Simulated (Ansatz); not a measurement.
Li9Br9 (started as a model of: 2x3x3 LiBr rock-salt block). The state is a singlet with charge 0. Geometry PBE-D4/def2-SVP; atoms count from 1.

```xyz
18

Li   -0.823    2.321    2.424
Br    1.526    1.565    2.295
Li    2.993   -0.331    1.695
Br   -1.390    2.848    0.077
Li    0.751    1.166   -0.313
Br    3.064   -0.248   -0.774
Li   -2.004    1.867   -2.107
Br    0.148    1.035   -2.992
Li    1.811   -0.786   -2.835
Br   -2.211    0.519    3.206
Li    0.042   -0.678    2.688
Br    1.979   -2.394    2.406
Li   -2.649    0.506    0.640
Br   -0.643   -0.999    0.268
Li    1.462   -2.351   -0.145
Br   -3.508    0.020   -1.769
Li   -1.230   -1.167   -2.193
Br    0.682   -2.893   -2.570
```

Estimate the Mulliken populations from the PBE/def2-SVP orbitals of Ansatz.


```
atom  charge (e)
 Li1        0.50
 Br2       -0.47
 Li3        0.50
 Br4       -0.47
 Li5        0.40
 Br6       -0.47
 Li7        0.50
 Br8       -0.47
 Li9        0.50
Br10       -0.46
Li11        0.46
Br12       -0.46
Li13        0.46
Br14       -0.48
Li15        0.46
Br16       -0.46
Li17        0.46
Br18       -0.46
```
Mulliken values depend strongly on the basis.

And the Mayer bond orders between heavy atoms (over 0.3)?

Li1–Br10 0.37 (2.41 Å); Li3–Br12 0.37 (2.41 Å); Li7–Br16 0.37 (2.41 Å); Li9–Br18 0.37 (2.41 Å).
